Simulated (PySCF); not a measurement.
## Electron correlation in B⁺ (boron, charge +1)

[He] 2s1 3s1, high-spin 3S determinant (an excited configuration). Calculation: PySCF 2.14, in x2c-TZVPPall with one added diffuse shell each of s, p, d type (6s4p3d1f, 40 functions); the spin-free X2C one-electron Hamiltonian (Gaussian nucleus). Frozen: 1s2; 2 electrons correlated.

With two correlated electrons CCSD is exact within the correlated space (frozen core and kept virtual orbitals).

```
level  correlation energy (mhartree)
 CCSD                          -8.21
```

Diagnostics: T1 = 0.011, D1 = 0.0225, largest double amplitude 0.077.

The outer electron is Rydberg-like, and this basis confines it to a smaller radius and binds it less than a complete one would.

Cost of the coupled-cluster step: of the order of 0.5 core-seconds, for 2 correlated electrons.

Iterations:

```
CC2 = 0
CCSD nocc = (np.int64(2), np.int64(0)), nmo = (39, 39)
frozen orbitals [[0], [0]]
max_cycle = 100
direct = 0
conv_tol = 1e-08
conv_tol_normt = 1e-06
diis_space = 8
diis_start_cycle = 0
Init t2, MP2 energy = -0.00322009200833643
Init E_corr(UCCSD) = -0.00322009200960093
cycle = 1  E_corr(UCCSD) = -0.00499129374261716  dE = -0.00177120173  norm(t1,t2) = 0.0349507
cycle = 2  E_corr(UCCSD) = -0.00608892780497635  dE = -0.00109763406  norm(t1,t2) = 0.0232223
cycle = 3  E_corr(UCCSD) = -0.00823066078264907  dE = -0.00214173298  norm(t1,t2) = 0.0155889
cycle = 4  E_corr(UCCSD) = -0.00820450151409893  dE = 2.61592686e-05  norm(t1,t2) = 0.000850577
cycle = 5  E_corr(UCCSD) = -0.00822530402324928  dE = -2.08025092e-05  norm(t1,t2) = 0.000309624
cycle = 6  E_corr(UCCSD) = -0.00821272684249191  dE = 1.25771808e-05  norm(t1,t2) = 9.42576e-05
cycle = 7  E_corr(UCCSD) = -0.00821482363484157  dE = -2.09679235e-06  norm(t1,t2) = 1.53271e-05
cycle = 8  E_corr(UCCSD) = -0.00821445898824608  dE = 3.64646595e-07  norm(t1,t2) = 2.69193e-06
cycle = 9  E_corr(UCCSD) = -0.0082145261702302  dE = -6.71819841e-08  norm(t1,t2) = 7.6052e-07
cycle = 10  E_corr(UCCSD) = -0.00821455074354274  dE = -2.45733125e-08  norm(t1,t2) = 1.72412e-07
cycle = 11  E_corr(UCCSD) = -0.00821454688599993  dE = 3.85754281e-09  norm(t1,t2) = 3.43491e-08
UCCSD converged
E(UCCSD) = -23.71431454095598  E_corr = -0.008214546885999931
```
